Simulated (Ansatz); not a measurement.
Molecule: B2, net charge 0, triplet state. 
Geometry from a B3LYP-D3(BJ)/def2-TZVP (Ansatz, a first-principles code) optimisation:
```xyz
2

B      0.0000     0.0000    -0.7840
B      0.0000     0.0000     0.7840
```
Charge 0, spin multiplicity 3.

Basis-set convergence of Hartree-Fock and MP2 correlation energies (hartree) with Ansatz. Cores are frozen in the correlated levels unless marked. Open shells are spin-unrestricted. Spin-orbit coupling is left out. Non-relativistic. The program attaches cautions to a run behind MP2/aug-cc-pVDZ: large difference. The program attaches cautions to a run behind MP2/aug-cc-pVTZ: large difference. The program attaches cautions to a run behind MP2/aug-cc-pVQZ: large difference.

The UHF reference is spin-contaminated (<S^2> 0.91 over the pure value in the largest basis). The T1 diagnostic of CCSD in the largest basis is 0.070, which is high, so the coupled-cluster rows are less sure than usual.

```csv
basis,functions,E(HF),"E(corr, MP2)"
aug-cc-pVDZ,46,-49.14511,-0.08034
aug-cc-pVTZ,92,-49.15158,-0.09847
aug-cc-pVQZ,160,-49.15386,-0.10485
```

Extrapolating the two largest sets (X = 3 and 4) as X^-3: E(corr) = (64·(-0.10485) - 27·(-0.09847))/37 = -0.1095 Eh, an estimate of the basis-set limit. The largest set recovers 95.7 % of it, the smallest 73.4 %.
